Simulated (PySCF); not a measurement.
Excitation energy of B²⁺ by level of theory

B²⁺ [He] 2s1 (2S) → B²⁺ [He] 2p1 (2P), as a difference of total energies. All numbers are calculated (PySCF 2.14, the spin-free X2C one-electron Hamiltonian (Gaussian nucleus), in aug-cc-pCVTZ-DK (7s6p4d2f, 59 functions)). Correlated levels: valence and next inner shell: nothing frozen. The calculations carry no spin-orbit coupling.

```
                                method  excitation energy (eV)
                                   UHF                   6.079
                                   LDA                   5.383
                                   PBE                   5.326
                                  PBE0                   5.515
                                r2SCAN                   5.401
                                PBEsol                   5.352
                                   M06                   5.118
                                  BP86                   5.267
                                 B97-3                   5.370
    MP2 (valence and next inner shell)                   6.062
SCS-MP2 (valence and next inner shell)                   6.078
```
